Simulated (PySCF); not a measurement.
First SCF of a structure search on singlet MnO₂Cl₃, at a hand-made trigonal bipyramidal (ligand arrangement 1) geometry. PySCF input:

```python
from pyscf import gto, scf, dft
mol = gto.M(atom='''
Mn     0.000000     0.000000     0.000000
O     -0.810000     1.403000     0.000000
O     -0.810000    -1.403000     0.000000
Cl     0.000000     0.000000     2.180000
Cl     0.000000     0.000000    -2.180000
Cl     2.180000     0.000000     0.000000''',
    basis={'Mn': 'def2-SVP', 'O': 'def2-SVP', 'Cl': 'def2-SVP'},
    charge=0, spin=0)
mf = dft.RKS(mol, xc='PBE')
mf.grids.atom_grid = (50, 194)
aux = {'Mn': 'def2-universal-JKFIT', 'O': 'def2-universal-JKFIT', 'Cl': 'def2-universal-JKFIT'}
mf = mf.density_fit(auxbasis=aux)
mf.conv_tol = 1e-08
mf.diis_space = 10
mf.max_cycle = 60
mf.init_guess = 'minao'
mf.verbose = 4
mf.kernel()
```

Excerpt of the output (cycles and frontier levels); where DIIS stalls, ADIIS, DIIS with a small level shift and a second-order solver take over in turn:

```
init E= -2679.48381954031
  HOMO = -0.294947037695129  LUMO = 0.00181301823529623  gap/eV = 8.07525
cycle= 1 E= -2672.22047390347  delta_E= 7.26  |g|=  4.7  |ddm|= 3.62
  HOMO = -0.370665045498385  LUMO = -0.356665301107467  gap/eV = 0.38095
cycle= 2 E= -2637.5364408155  delta_E= 34.7  |g|= 10.7  |ddm|= 21.5
  HOMO = -0.298022106342542  LUMO = -0.284142829054464  gap/eV = 0.37767
cycle= 3 E= -2663.70877196241  delta_E= -26.2  |g|= 6.84  |ddm|= 18.9
  HOMO = -0.0998690208674621  LUMO = -0.0981333594183215  gap/eV = 0.04723
cycle= 4 E= -2669.53271692367  delta_E= -5.82  |g|= 6.54  |ddm|=  5.2
  HOMO = -0.272175793834488  LUMO = -0.253575660231349  gap/eV = 0.50614
cycle= 5 E= -2667.25706989811  delta_E= 2.28  |g|= 6.64  |ddm|= 5.59
  HOMO = -0.288655425747319  LUMO = -0.254927695501201  gap/eV = 0.91778
cycle= 6 E= -2673.79886765499  delta_E= -6.54  |g|= 4.73  |ddm|= 4.32
  HOMO = -0.225172410292099  LUMO = -0.208955155792796  gap/eV = 0.44129
... 98 lines left out ...
cycle= 56 E= -2666.14325711318  delta_E= -0.469  |g|=  7.1  |ddm|= 0.343
  HOMO = -0.297556281156824  LUMO = -0.291127279859972  gap/eV = 0.17494
cycle= 57 E= -2665.72518168331  delta_E= 0.418  |g|= 7.16  |ddm|= 0.747
  HOMO = -0.289317676895332  LUMO = -0.266463196833487  gap/eV = 0.62190
cycle= 58 E= -2665.46607271056  delta_E= 0.259  |g|=  7.2  |ddm|= 0.765
  HOMO = -0.279367733044294  LUMO = -0.243652205052353  gap/eV = 0.97187
cycle= 59 E= -2664.50981112144  delta_E= 0.956  |g|= 7.24  |ddm|= 0.793
  HOMO = 0.330220634129783  LUMO = 0.369973674333765  gap/eV = 1.08174
cycle= 60 E= -2616.91679129854  delta_E= 47.6  |g|= 11.8  |ddm|= 24.7
SCF not converged.
init E= -2679.48381954031
  HOMO = -0.294947037695118  LUMO = 0.00181301823518876  gap/eV = 8.07525
cycle= 1 E= -2672.22047390346  delta_E= 7.26  |g|=  4.7  |ddm|= 3.62
  HOMO = -0.370665045498296  LUMO = -0.356665301107353  gap/eV = 0.38095
cycle= 2 E= -2637.53644081552  delta_E= 34.7  |g|= 10.7  |ddm|= 21.5
  HOMO = -0.303507752356632  LUMO = -0.295023211657504  gap/eV = 0.23088
cycle= 3 E= -2664.69654167963  delta_E= -27.2  |g|= 6.67  |ddm|= 19.7
  HOMO = -0.105418019703454  LUMO = -0.0461259723517632  gap/eV = 1.61342
cycle= 4 E= -2662.35452596154  delta_E= 2.34  |g|= 7.29  |ddm|=  8.6
  HOMO = -0.236724087791295  LUMO = -0.233453249097285  gap/eV = 0.08900
cycle= 5 E= -2674.09153288491  delta_E= -11.7  |g|= 5.01  |ddm|= 8.32
  HOMO = -0.187806357663602  LUMO = -0.166920917301289  gap/eV = 0.56832
cycle= 6 E= -2678.11193880309  delta_E= -4.02  |g|= 3.59  |ddm|= 4.54
  HOMO = -0.259594029327576  LUMO = -0.232386799822144  gap/eV = 0.74035
... 17 lines left out ...
  HOMO = -0.278018705192644  LUMO = -0.275821762674792  gap/eV = 0.05978
cycle= 16 E= -2679.93651052289  delta_E= 0.379  |g|= 1.39  |ddm|= 1.83
  HOMO = -0.276774865394634  LUMO = -0.275628429665061  gap/eV = 0.03120
cycle= 17 E= -2680.36692870485  delta_E= -0.43  |g|= 0.315  |ddm|= 1.95
cycle= 18 E= -2680.01406435868  delta_E= 0.353  |g|= 1.52  |ddm|= 1.72
  HOMO = -0.278363979064191  LUMO = -0.276746025036868  gap/eV = 0.04403
cycle= 19 E= -2680.37142946183  delta_E= -0.357  |g|= 0.49  |ddm|= 2.06
  HOMO = -0.253148305393356  LUMO = -0.2207819637038  gap/eV = 0.88073
cycle= 20 E= -2679.27143843418  delta_E=  1.1  |g|=    2  |ddm|= 2.76
SCF not converged.
init E= -2679.27143843418
  HOMO = 0.0753974759216636  LUMO = 0.090162965961063  gap/eV = 0.40179
cycle= 1 E= -2664.74173272639  delta_E= 14.5  |g|= 7.28  |ddm|= 9.42
  HOMO = 0.16178533023017  LUMO = 0.176750596508231  gap/eV = 0.40723
cycle= 2 E= -2592.91419371674  delta_E= 71.8  |g|= 14.8  |ddm|= 21.4
  HOMO = -0.174103222233312  LUMO = -0.0836025350752885  gap/eV = 2.46265
cycle= 3 E= -2670.96819265392  delta_E= -78.1  |g|= 5.51  |ddm|= 22.2
  HOMO = -0.234082102220074  LUMO = -0.224220559230024  gap/eV = 0.26835
cycle= 4 E= -2666.89137741752  delta_E= 4.08  |g|= 6.95  |ddm|= 5.96
  HOMO = -0.158747404802772  LUMO = -0.120055882837729  gap/eV = 1.05285
cycle= 5 E= -2677.97135001887  delta_E= -11.1  |g|= 3.71  |ddm|= 4.97
  HOMO = -0.234299630910583  LUMO = -0.124502841929714  gap/eV = 2.98772
cycle= 6 E= -2677.10062838859  delta_E= 0.871  |g|= 4.58  |ddm|= 1.05
  HOMO = -0.219363560661259  LUMO = -0.173172983508218  gap/eV = 1.25691
... 39 lines left out ...
  HOMO = -0.272507045406368  LUMO = -0.175989843576212  gap/eV = 2.62637
cycle= 27 E= -2680.4089159445  delta_E= -0.00112  |g|= 0.168  |ddm|= 0.129
  HOMO = -0.273776622829528  LUMO = -0.175413222688762  gap/eV = 2.67660
cycle= 28 E= -2680.40891047413  delta_E= 5.47e-06  |g|= 0.163  |ddm|= 0.102
  HOMO = -0.271509124256688  LUMO = -0.172230121001805  gap/eV = 2.70152
cycle= 29 E= -2680.39872942383  delta_E= 0.0102  |g|= 0.243  |ddm|= 0.182
  HOMO = -0.271310148601763  LUMO = -0.171739317346404  gap/eV = 2.70946
cycle= 30 E= -2680.39230752645  delta_E= 0.00642  |g|= 0.275  |ddm|= 0.166
SCF not converged.
  HOMO = -0.268479012369196  LUMO = -0.248305840630706  gap/eV = 0.54894
macro= 0  E= -2680.41208372813  delta_E= -0.0197762  |g|= 0.191953  3 KF 18 JK
macro= 1  E= -2680.41528884302  delta_E= -0.00320511  |g|= 0.116255  3 KF 19 JK
macro= 2  E= -2680.41032798648  delta_E= 0.00496086  |g|= 0.0502361  2 KF 8 JK
macro= 3  E= -2680.41618538496  delta_E= -0.0058574  |g|= 0.0137691  3 KF 11 JK
macro= 4  E= -2680.4166926388  delta_E= -0.000507254  |g|= 0.0167799  2 KF 8 JK
macro= 5  E= -2680.41675894578  delta_E= -6.6307e-05  |g|= 0.000299488  3 KF 13 JK
macro= 6  E= -2680.41675894772  delta_E= -1.9395e-09  |g|= 7.01183e-05  1 KF 4 JK
macro X = 7  E=-2680.41675894772  |g|= 7.01183e-05  total 18 KF 89 JK
converged SCF energy = -2680.41675894772
```

No lower solution of this spin was found by a stability analysis within the restricted form, which does not test spin polarisation.

Stability towards spin polarisation was not tested.

The search for the lowest solution, with the stability check, took 2.7 min on 2 threads of a shared Intel Xeon @ 2.50GHz (Skylake/Cascade Lake) host, with 113 basis functions; the process peaked at 0.42 GiB. Launch command: `OMP_NUM_THREADS=2 python axn.py task.json out`.
